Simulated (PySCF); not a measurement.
## [BiCl2]+: from structure and modes to constants

All numbers come from PBE0 in PySCF with Bi def2-TZVP with ECP60, Cl def2-TZVP; scalar-relativistic core potentials, no spin–orbit coupling; density-fitted integrals.

The singlet minimum has C2v symmetry. Masses (u): Bi 208.98038, Cl 34.96885.

```xyz
3
charge 1 multiplicity 1, angstrom
Bi    0.0000    0.0000   -0.3775
Cl    1.7860    0.0000    1.1376
Cl   -1.7860    0.0000    1.1376
```

Harmonic wavenumbers (cm⁻¹): 123.5 (a1, ×1), 389.7 (b2, ×1), 404.4 (a1, ×1).

Q: Find the principal moments of inertia and the rotational constants. What kind of rotor is it?

A: About the centre of mass I = 120.29, 223.09, 343.38 u Å². With B = 16.8576/I this gives 0.1401, 0.07556, 0.04909 cm⁻¹. The molecule is an asymmetric top with κ = -0.42.

Q: What is the harmonic zero-point energy?

A: Half the sum of all 3 wavenumbers, 918/2 = 459 cm⁻¹, which is 5.5 kJ/mol (1 cm⁻¹ = 0.0119627 kJ/mol).

Q: Find the vibrational entropy and heat capacity at 298.15 K.

A: With u = 1.43878 ω/T, each mode gives S = R[u/(eᵘ−1) − ln(1−e⁻ᵘ)] and C = R u² eᵘ/(eᵘ−1)².
```csv
ω (cm⁻¹),u,S (J/(mol K)),C (J/(mol K))
123.5,0.596,12.74,8.07
389.7,1.881,4.19,6.24
404.4,1.951,3.96,6.11
```
The sums over all modes are S = 20.9 and C = 20.4 J/(mol K); the softest mode gives 61 % of the entropy.

Q: Give the standard entropy (298.15 K, 1 bar) by its translational, rotational, vibrational and spin parts, and Cp.

A: Sackur–Tetrode with M = 278.92 u gives 179.1; rotation with symmetry number 2 gives 109.4; vibration 20.9; spin R ln 1 = 0.0. The total is 309.4 J/(mol K), and Cp = 4 R + 20.4 = 53.7 J/(mol K).

Only a few start shapes were tried, so a lower isomer may exist. No spin–orbit coupling is included, which matters more the heavier the element.
